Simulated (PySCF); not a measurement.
**Radial density of Sn (tin, neutral)**

UHF, [Kr] 4d10 5s2 5p1 5d1, one real determinant (an excited configuration). All numbers are calculated (PySCF 2.14, scalar relativity through the core potential, in aug-cc-pV5Z-PP with ECP28MDF (8s8p6d4f3g2h, 139 functions)). This is the valence pseudo-density: the core potential removes the inner electrons and smooths the orbitals near the nucleus.

```
r (bohr)  4πr²ρ (e/bohr)  4πr²(ρα − ρβ)
 0.00374       1.145e-05         0.0000
 0.00629       2.892e-05         0.0000
  0.0106       6.871e-05         0.0000
  0.0178       0.0001457         0.0000
  0.0299       0.0002696         0.0000
  0.0503       0.0004751         0.0000
  0.0847        0.001515         0.0000
   0.142         0.01353         0.0000
   0.240          0.2071         0.0004
   0.403           3.672         0.0118
   0.678           20.69         0.0515
    1.14           14.23        -0.0162
    1.92           3.000         0.3223
    3.23          0.8437         0.3841
    5.42          0.1982         0.1838
    9.12          0.1087         0.1086
    15.3       0.0002074         0.0002
```

⟨L²⟩ = 8.03 against 12 for a pure F term, so this real determinant mixes terms. Energies and moments cover only the electrons outside the core potential. The outer electron is Rydberg-like, and this basis confines it to a smaller radius and binds it less than a complete one would.

**Question.** Where is the radial spin density 4πr²(ρα − ρβ) most negative, and why is it negative at all?

**Answer.** Around r = 1.14 bohr, down to -0.0162 e/bohr: exchange with the open shell polarises the paired shells in an unrestricted calculation.
